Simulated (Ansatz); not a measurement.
Frontier orbitals of CH6S2Si, SMILES `CS[SiH2]S`.

Cartesian coordinates in Å:
```
C 0.493 0.585 1.543
S 1.236 0.757 -0.105
Si 0.135 -0.714 -1.158
S -1.979 -0.394 -1.124
H -0.589 0.701 1.491
H 0.911 1.379 2.161
H 0.744 -0.380 1.984
H 0.273 -2.062 -0.549
H 0.686 -0.685 -2.533
H -1.910 0.814 -1.710
```

Charge 0, multiplicity 1. Geometry: relaxed with PBE0-D4/def2-TZVP. It is one conformer, not always the lowest. Basis def2-TZVPP, Ansatz 0.2.0.

```
functional  HOMO (eV)  LUMO (eV)  gap (eV)
       PBE      -5.88      -0.90      4.98
    revPBE      -5.84      -0.82      5.02
    r2SCAN      -6.14      -0.61      5.53
    B97M-V      -6.26      -0.68      5.58
      PBE0      -7.07       0.03      7.10
     B3LYP      -6.83      -0.19      6.64
   r2SCAN0      -7.24       0.21      7.45
   ωB97M-V      -9.23       1.90     11.13
```

A quarter of exact exchange (PBE0) shifts PBE's HOMO by −1.19 eV and its LUMO by +0.93 eV; full exchange at long range (ωB97M-V) shifts them by −3.35 and +2.80 eV. The gap opens from 4.98 to 11.13 eV, since occupied levels lose self-interaction and empty ones feel all the electrons. A positive LUMO is unbound and depends on the basis.

B3LYP here is the variant with VWN-RPA as its local correlation; programs differ in this.
